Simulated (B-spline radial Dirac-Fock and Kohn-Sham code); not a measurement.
**Kr 3s: cross section and angular parameters**

System: atomic krypton in the configuration [Ar] 3d10 4s2 4p6; threshold 292.8 eV (tabulated edge). Method: Dirac-Hartree-Slater photoionisation with a Latter tail; cross sections with all multipoles, angular parameters from the dipole term and its interference with E2. Computed with a radial atomic solver.

```
hν (eV)  σ (kb)      β       γ
    345     190  1.994   0.431
    356     183  1.994   0.441
    400     162  1.995   0.438
    456     140  1.996   0.409
    554     109  1.996   0.335
    600    98.3  1.997   0.300
    800    64.3  1.997   0.166
    856    57.9  1.997   0.135
   1040    42.4  1.998   0.053
   1080    39.8  1.998   0.039
 1253.6    31.0  1.998  -0.011
 1486.9    22.9  1.998  -0.054
   1680    18.4  1.998  -0.072
   2800    6.99  1.998  -0.021
   3300       ?      ?       ?
   4500    2.68  1.998   0.235
   4750    2.39  1.998   0.277
   6000    1.45  1.998   0.488
   6620    1.17  1.998   0.591
   7100    1.00  1.998   0.668
   9750   0.488  1.998   1.070
  10900   0.376  1.997   1.231
  15000   0.175  1.997   1.747
```

Question: Give the values at 3300 eV.

Answer: σ = 5.05 kb, β = 1.998, γ = 0.045. For an s subshell δ is negligible.
